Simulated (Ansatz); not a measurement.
Born–Oppenheimer molecular dynamics of FGeH₅ (7 atoms, charge 0, multiplicity 1). It starts at the highest image of a converged band. Of that band: Neighbouring images differ by up to 1.8 eV, so the band resolves the path poorly. A vibrational analysis at the climbing image gives 2 clearly imaginary modes (1686i, 112i cm⁻¹): a point of higher order, so a lower path passes nearby.

Method: Ansatz, RHF/def2-SVP.

```yaml
ensemble: NVE (velocity Verlet)
time_step: 0.5 fs
steps_asked: 200
starting_velocities_drawn_for: 300 K
seed: 2322
```

First frame:

```xyz
7
Properties=species:S:1:pos:R:3
Ge -0.120 -0.001 -0.086
F -0.263 0.002 1.977
H 1.382 -0.001 0.203
H -0.477 1.291 -0.817
H -0.476 -1.292 -0.818
H -1.822 -0.001 0.645
H -1.293 0.001 1.488
```

Task: How far do the bonds stretch over the last three quarters of this one trajectory? (Pairs bonded in most of those frames.)

Result: 
```json
{"bond": "Ge1–H3", "mean (Å)": "1.535", "spread (Å)": "0.013", "shortest": "1.51", "longest": "1.56"}
{"bond": "Ge1–H4", "mean (Å)": "1.545", "spread (Å)": "0.016", "shortest": "1.52", "longest": "1.58"}
{"bond": "Ge1–H5", "mean (Å)": "1.547", "spread (Å)": "0.042", "shortest": "1.48", "longest": "1.62"}
{"bond": "Ge1–H6", "mean (Å)": "1.556", "spread (Å)": "0.099", "shortest": "1.40", "longest": "1.70"}
{"bond": "F2–H7", "mean (Å)": "0.913", "spread (Å)": "0.034", "shortest": "0.86", "longest": "0.96"}
```

Mean temperature of the second half: 3644 K. The conserved energy stayed within 0.52 meV per atom of its start (net change -0.28 meV per atom), so the integration is sound. The kinetic energy rose, since the run started high on the potential surface and went downhill. It ends in pieces (FH + GeH4), so much of that is their flight and rotation, not heat. A run of 0.1 ps of so small a system gives no equilibrium averages. The orbitals stay closed-shell, which can raise the energy where a bond breaks towards radicals; this wasn't checked here.

Time of the run: 2.9 min on 1 thread of Arm Neoverse V1 (shared host), peak memory 0.12 GiB.
